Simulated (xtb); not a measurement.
ClZn, doublet, from a rough starting geometry (GFN-xTB shapes and energies of metal compounds can be far from the true ones) (the spin is typed, not shown lowest); GFN2-xTB in xtb 6.7.1.

Input for xtb:
```
$ xtb mol.xyz --gfn 2 --uhf 1 --opt vtight --json

# file mol.xyz
2

Zn    -0.65989070    -0.69603187    -0.58821617
Cl     0.66817177     0.66340272     0.60723532
```

Output, abridged:

```
   ID    Z sym.   atoms
    1   30 Zn     1
    2   17 Cl     2

           -------------------------------------------------
          |                Calculation Setup                |
           -------------------------------------------------

           -------------------------------------------------
          |                 G F N 2 - x T B                 |
           -------------------------------------------------

          ...................................................
          :                      SETUP                      :
          :.................................................:
          :  # basis functions                  14          :
          :  # atomic orbitals                  13          :
          :  # shells                            5          :
          :  # electrons                         9          :
          :  max. iterations                   250          :
          :  Hamiltonian                  GFN2-xTB          :
          :  restarted?                      false          :
          :  GBSA solvation                  false          :
          :  PC potential                    false          :
          :  electronic temp.          300.0000000     K    :
          :  accuracy                    1.0000000          :
          :  -> integral cutoff          0.2500000E+02      :
          :  -> integral neglect         0.1000000E-07      :
          :  -> SCF convergence          0.1000000E-05 Eh   :
          :  -> wf. convergence          0.1000000E-03 e    :
          :  Broyden damping             0.4000000          :
          :  net charge                          0          :
          :  unpaired electrons                  1          :
          ...................................................

 iter      E             dE          RMSdq      gap      omega  full diag
   1     -5.0992078 -0.509921E+01  0.115E+01    5.95       0.0  T
   2     -5.1035756 -0.436772E-02  0.744E+00    6.17       1.0  T
   3     -5.0849616  0.186140E-01  0.308E+00    6.71       1.0  T
   4     -5.1071141 -0.221526E-01  0.433E-01    6.68       1.0  T
   5     -5.1072161 -0.101945E-03  0.756E-02    6.68       1.0  T
   6     -5.1072189 -0.283021E-05  0.454E-02    6.67       1.6  T
   7     -5.1072111  0.784941E-05  0.780E-02    6.67       1.0  T
   8     -5.1072211 -0.100764E-04  0.245E-02    6.67       2.9  T
   9     -5.1072218 -0.676730E-06  0.729E-03    6.67       9.7  T
  10     -5.1072219 -0.356982E-07  0.925E-04    6.67      76.4  T
  11     -5.1072219 -0.916966E-09  0.282E-04    6.67     250.8  T

   *** convergence criteria satisfied after 11 iterations ***

         :::::::::::::::::::::::::::::::::::::::::::::::::::::
         ::                     SUMMARY                     ::
         :::::::::::::::::::::::::::::::::::::::::::::::::::::
         :: total energy              -5.106558353393 Eh    ::
         :: gradient norm              0.004890291823 Eh/a0 ::
         :: HOMO-LUMO gap              6.674618239382 eV    ::
         ::.................................................::
         :: SCC energy                -5.107221851599 Eh    ::
         :: -> isotropic ES            0.031177939625 Eh    ::
         :: -> anisotropic ES          0.000905701094 Eh    ::
         :: -> anisotropic XC          0.000530197530 Eh    ::
         :: -> dispersion             -0.000982572561 Eh    ::
         :: repulsion energy           0.000663498207 Eh    ::
         :: add. restraining           0.000000000000 Eh    ::
         :: total charge               0.000000000000 e     ::
         :::::::::::::::::::::::::::::::::::::::::::::::::::::

      -----------------------------------------------------------
     |                   =====================                   |
     |                        A N C O P T                        |
     |                   =====================                   |
     |               Approximate Normal Coordinate               |
     |                Rational Function Optimizer                |
      -----------------------------------------------------------
      -----------------------------------------------------------
     |                   =====================                   |
     |                        A N C O P T                        |
     |                   =====================                   |
     |               Approximate Normal Coordinate               |
     |                Rational Function Optimizer                |
      -----------------------------------------------------------

          ...................................................
          :                      SETUP                      :
          :.................................................:
          :   optimization level         verytight          :
          :   max. optcycles                   200          :
          :   ANC micro-cycles                  20          :
          :   degrees of freedom                 1          :
          :.................................................:
          :   RF solver                   davidson          :
          :   write xtbopt.log                true          :
          :   linear (good luck)              true          :
          :   energy convergence         0.1000000E-06 Eh   :
          :   grad. convergence          0.2000000E-03 Eh/α :
          :   maxmium RF displ.          1.0000000          :
          :   Hlow (freq-cutoff)         0.1000000E-01      :
          :   Hmax (freq-cutoff)         5.0000000          :
          :   S6 in model hess.         20.0000000          :
          ...................................................

generating ANC from exact Hessian ...
Using Lindh-Hessian (1995)
 Shifting diagonal of input Hessian by    0.0000000000000000
 Lowest  eigenvalues of input Hessian
    0.000000    0.000000    0.000000    0.000000    0.000000    0.134354
 Highest eigenvalues
[...]
 * total energy  :    -5.1065584 Eh     change       -0.1186349E-09 Eh
 * total energy  :    -5.1066713 Eh     change       -0.1129785E-03 Eh
 * total energy  :    -5.1066764 Eh     change       -0.5046490E-05 Eh
 * total energy  :    -5.1066791 Eh     change       -0.2719916E-05 Eh
 * total energy  :    -5.1066791 Eh     change       -0.5363638E-09 Eh
   *** GEOMETRY OPTIMIZATION CONVERGED AFTER 5 ITERATIONS ***
[...]
           -------------------------------------------------

          ...................................................
          :                      SETUP                      :
          :.................................................:
          :  # basis functions                  14          :
          :  # atomic orbitals                  13          :
          :  # shells                            5          :
          :  # electrons                         9          :
          :  max. iterations                   250          :
          :  Hamiltonian                  GFN2-xTB          :
          :  restarted?                      false          :
          :  GBSA solvation                  false          :
          :  PC potential                    false          :
          :  electronic temp.          300.0000000     K    :
          :  accuracy                    1.0000000          :
          :  -> integral cutoff          0.2500000E+02      :
          :  -> integral neglect         0.1000000E-07      :
          :  -> SCF convergence          0.1000000E-05 Eh   :
          :  -> wf. convergence          0.1000000E-03 e    :
          :  Broyden damping             0.4000000          :
          :  net charge                          0          :
          :  unpaired electrons                  1          :
          ...................................................

 iter      E             dE          RMSdq      gap      omega  full diag
   1     -5.1075762 -0.510758E+01  0.552E-05    6.69       0.0  T
   2     -5.1075762 -0.301981E-13  0.308E-05    6.69    2296.5  T
   3     -5.1075762  0.353495E-12  0.164E-05    6.69    4299.9  T

   *** convergence criteria satisfied after 3 iterations ***

         :::::::::::::::::::::::::::::::::::::::::::::::::::::
         ::                     SUMMARY                     ::
         :::::::::::::::::::::::::::::::::::::::::::::::::::::
         :: total energy              -5.106679098990 Eh    ::
         :: gradient norm              0.000000147229 Eh/a0 ::
         :: HOMO-LUMO gap              6.687921179318 eV    ::
         ::.................................................::
         :: SCC energy                -5.107576185585 Eh    ::
         :: -> isotropic ES            0.031243656468 Eh    ::
         :: -> anisotropic ES          0.000828995931 Eh    ::
         :: -> anisotropic XC          0.000525882770 Eh    ::
         :: -> dispersion             -0.000980222220 Eh    ::
         :: repulsion energy           0.000897086595 Eh    ::
         :: add. restraining           0.000000000000 Eh    ::
         :: total charge              -0.000000000000 e     ::
         :::::::::::::::::::::::::::::::::::::::::::::::::::::

           -------------------------------------------------
          |                Property Printout                |
           -------------------------------------------------

    * Orbital Energies and Occupations

         #    Occupation            Energy/Eh            Energy/eV
      -------------------------------------------------------------
         1        2.0000           -1.0480334             -28.5184
         2        2.0000           -0.4742482             -12.9050
         3        2.0000           -0.4278713             -11.6430
         4        2.0000           -0.4278713             -11.6430
         5        1.0000           -0.3649459              -9.9307 (HOMO)
         6                         -0.1191694              -3.2428 (LUMO)
         7                         -0.1191694              -3.2428
         8                          0.0351553               0.9566
         9                          0.0351553               0.9566
        10                          0.0352674               0.9597
        11                          0.0365134               0.9936
        12                          0.0365134               0.9936
        13                          0.2903075               7.8997
      -------------------------------------------------------------
                  HL-Gap            0.2457766 Eh            6.6879 eV
             Fermi-level           -0.3190465 Eh           -8.6817 eV

     #   Z          covCN         q      C6AA      α(0)
     1  30 Zn       0.763     0.269   314.453    42.370
     2  17 Cl       0.763    -0.269   107.519    15.861

 Mol. C6AA /au·bohr⁶  :        762.083269
 Mol. C8AA /au·bohr⁸  :      48404.585125
 Mol. α(0) /au        :         58.231368

Wiberg/Mayer (AO) data.
largest (>0.10) Wiberg bond orders for each atom

 ---------------------------------------------------------------------------
     #   Z sym  total        # sym  WBO       # sym  WBO       # sym  WBO
 ---------------------------------------------------------------------------
     1  30 Zn   1.000 --     2 Cl   1.000
     2  17 Cl   1.000 --     1 Zn   1.000
 ---------------------------------------------------------------------------

Topologies differ in total number of bonds
Writing topology from bond orders to xtbtopo.mol

molecular dipole:
                 x           y           z       tot (Debye)
 q only:       -0.664      -0.679      -0.597
   full:       -0.528      -0.540      -0.475       2.269
molecular quadrupole (traceless):
                xx          xy          yy          xz          yz          zz
 q only:       -0.021       0.023       0.058      -0.025       0.009      -0.037
  q+dip:       -0.034      -0.363       0.011      -0.355      -0.335       0.023
   full:       -0.065      -1.038      -0.052      -0.948      -0.943       0.117

optimized geometry written to: xtbopt.xyz

           -------------------------------------------------
          | TOTAL ENERGY               -5.106679098990 Eh   |
          | GRADIENT NORM               0.000000147229 Eh/α |
          | HOMO-LUMO GAP               6.687921179318 eV   |
           -------------------------------------------------
```
